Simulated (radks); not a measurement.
Ba46+, 10 electrons, occupied as [Ne]. All-electron calculation, Dirac Kohn-Sham, PBE, spin-unpolarised, spherical densities, point nucleus. Program: a radial shooting solver on a logarithmic mesh with Libxc functionals.

Normalised radial functions P(r) = r R(r) (large component), r in bohr:

```
   r/bohr * 1s1/2, o 2s1/2, + 2p3/2 (the largest magnitude, 5.46, reaches the edge; | marks zero, & curves that meet)
 0.001598                             +  o   *
 0.001921                             +  o     *
 0.002327                             +   o     *
  0.00282                             +   o       *
 0.003417                             +    o       *
  0.00414                             +    o         *
 0.005016                             |+    o          *
 0.006029                             |+     o           *
 0.007306                             |+     o             *
 0.008852                             |+      o              *
  0.01073                             | +     o                *
    0.013                             |  +    o                 *
  0.01575                             |   +   o                  *
  0.01893                             |    + o                   *
  0.02293                             |    o+                   *
  0.02779                             |  o    +              *
  0.03367                             o         +         *
   0.0408                         o   |           +   *
  0.04943                     o       |           *+
   0.0599                 o           |       *      +
    0.072               o             |    *          +
  0.08724             o               |  *           +
   0.1057              o              |*            +
   0.1281                o            *          +
   0.1552                   o         *       +
    0.188                       o     *    +
    0.226                          o  *  +
   0.2739                            o*+
   0.3318                             &
```

1s1/2: eigenvalue -40472 eV, 0 radial nodes, <r> = 0.0256 bohr, 90 % of the charge inside 0.0460 bohr. 2s1/2: eigenvalue -8909.2 eV, 1 radial node at r = 0.0334 bohr, <r> = 0.107 bohr, 90 % of the charge inside 0.166 bohr. 2p3/2: eigenvalue -8219.0 eV, 0 radial nodes, <r> = 0.0956 bohr, 90 % of the charge inside 0.154 bohr.
